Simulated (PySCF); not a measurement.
**SnO, CCSD(T): how much the basis matters**

PySCF, RHF reference; singlet, unpaired electrons none; De to Sn + O without counterpoise correction. Frozen cores follow the default of each basis and core potential.

```
                     basis                           relativity  functions  Re (Å)  ωe (cm⁻¹)  De (eV)  frozen orbitals
        cc-pVDZ-PP/cc-pVDZ  scalar-relativistic core potentials         37   1.878        769     4.77                5
aug-cc-pVDZ-PP/aug-cc-pVDZ  scalar-relativistic core potentials         55   1.871        784     5.30                5
                def2-TZVPP  scalar-relativistic core potentials         81   1.838        823     5.49                5
               def2-TZVPPD  scalar-relativistic core potentials         96   1.839        819     5.57                5
```

Problem. How does each smaller set differ from the one with most functions, def2-TZVPPD?

Solution. cc-pVDZ-PP/cc-pVDZ: +3.9 pm, -6.1 % in ωe, -0.80 eV in De; aug-cc-pVDZ-PP/aug-cc-pVDZ: +3.2 pm, -4.3 % in ωe, -0.27 eV in De; def2-TZVPP: -0.1 pm, +0.5 % in ωe, -0.08 eV in De. All at CCSD(T); the set with most functions is neither the basis-set limit nor always the best.

Correlated steps freeze 5 core orbitals. Correlated levels converge slowly with the basis: in double zeta they bind strong bonds too weakly, by up to about 1 eV, and carry superposition errors of some tenths. Spin–orbit coupling is left out, which matters for elements this heavy, above all for dissociation energies. Where the molecule has an RHF reference, its open-shell atoms are computed with UHF. The CCSD T1 diagnostic is raised in SnO, a sign that a single reference may not be enough there.
